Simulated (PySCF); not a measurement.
Correlation energy of F²⁺ (fluorine, charge +2)

[He] 2s2 2p3, high-spin 4S determinant. Calculation: PySCF 2.14, in aug-cc-pVTZ; no relativity, point nucleus. Frozen: 1s2; 5 electrons correlated.

```csv
level,correlation energy (mhartree)
CCSD,-113.80
(T),-1.20
CCSD(T),-115.00
```

Diagnostics: T1 = 0.0028, D1 = 0.0062, largest double amplitude 0.028.

Q: Is a single reference adequate?

A: Yes: T1 lies below 0.03 and no double amplitude reaches 0.07.
